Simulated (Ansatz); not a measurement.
System: AlCl (charge +1, doublet). 
Geometry from a B3LYP-D3(BJ)/def2-TZVP (Ansatz, a quantum-chemistry and plane-wave program) optimisation:
```
Al
Cl 1 2.0369
```
Charge +1, spin multiplicity 2.

Basis-set convergence of Hartree-Fock and CCSD correlation energies (hartree) with Ansatz. Cores are frozen in the correlated levels unless marked. UHF or UKS for open shells. Spin-orbit coupling is left out. No relativistic terms.

```json
[
 {"basis": "cc-pV(D+d)Z", "functions": "46", "E(HF)": "-701.18489", "E(corr, CCSD)": "-0.17656"},
 {"basis": "cc-pV(T+d)Z", "functions": "78", "E(HF)": "-701.21093", "E(corr, CCSD)": "-0.23236"},
 {"basis": "cc-pV(Q+d)Z", "functions": "128", "E(HF)": "-701.21653", "E(corr, CCSD)": "-0.25225"},
 {"basis": "cc-pV(5+d)Z", "functions": "200", "E(HF)": "-701.21760", "E(corr, CCSD)": "-0.25889"}
]
```

Extrapolating the two largest sets (X = 4 and 5) as X^-3: E(corr) = (125·(-0.25889) - 64·(-0.25225))/61 = -0.2659 Eh, an estimate of the basis-set limit. The largest set recovers 97.4 % of it, the smallest 66.4 %.
